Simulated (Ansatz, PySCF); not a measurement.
C2H4ClFSi2, SMILES C#C[SiH2][Si@H](F)Cl. Atoms are numbered in the order given.

```xyz
10

C      3.1700    -0.0362    -0.5470
C      2.2572    -0.3506     0.1940
Si     0.8287    -0.7955     1.2471
Si    -1.1203    -0.2792     0.0479
F     -1.2016    -1.2254    -1.2733
Cl    -0.9800     1.6920    -0.5713
H      3.9794     0.2404    -1.1983
H      0.8420     0.0071     2.5028
H      0.8655    -2.2456     1.5879
H     -2.3971    -0.4457     0.7888
```
Charge 0, spin multiplicity 1.

Geometry: B3LYP-D3(BJ)/def2-SVP. The structure was generated by enumeration; whether it is a known compound was not checked. Other conformers were not sampled.

Two levels are set side by side: PBE-D3(BJ)/def2-SVP (Ansatz, a quantum-chemistry and plane-wave program) and B3LYP-D3(BJ)/def2-SVP (Ansatz). Each level has its own optimised geometry; the coordinates shown are those of the second. Frequencies come from the Hessian of PySCF at each geometry. Differences are taken from unrounded values.

| quantity | B3LYP-D3(BJ) |
|---|---|
| mean bond length (Å) | 1.626 |
| bond C1–C2 (Å) | 1.217 |
| bond C2–Si3 (Å) | 1.830 |
| bond Si3–Si4 (Å) | 2.346 |
| bond Si4–F5 (Å) | 1.627 |
| bond Si4–Cl6 (Å) | 2.071 |
| bond C1–H7 (Å) | 1.075 |
| bond Si3–H8 (Å) | 1.490 |
| bond Si3–H9 (Å) | 1.490 |
| bond Si4–H10 (Å) | 1.486 |
| highest harmonic wavenumber (cm⁻¹) | 3455 |
| mean harmonic wavenumber (cm⁻¹) | 920 |
| zero-point energy (kcal/mol) | 31.58 |

Task: What does PBE-D3(BJ) give, and how far is it from B3LYP-D3(BJ)? (The exact figures need the calculation; the answer reports its results.)

Result: 
```csv
quantity,PBE-D3(BJ),PBE-D3(BJ) minus B3LYP-D3(BJ)
mean bond length (Å),1.635,0.009
bond C1–C2 (Å),1.229,0.012
bond C2–Si3 (Å),1.831,0.002
bond Si3–Si4 (Å),2.352,0.006
bond Si4–F5 (Å),1.639,0.011
bond Si4–Cl6 (Å),2.075,0.004
bond C1–H7 (Å),1.083,0.008
bond Si3–H8 (Å),1.504,0.014
bond Si3–H9 (Å),1.504,0.014
bond Si4–H10 (Å),1.500,0.015
highest harmonic wavenumber (cm⁻¹),3390,-65
mean harmonic wavenumber (cm⁻¹),890,-31
zero-point energy (kcal/mol),30.52,-1.06
```

GGA bonds tend to be longer and softer than those of functionals with exact exchange. Differences between two approximate levels are no errors against the true value.
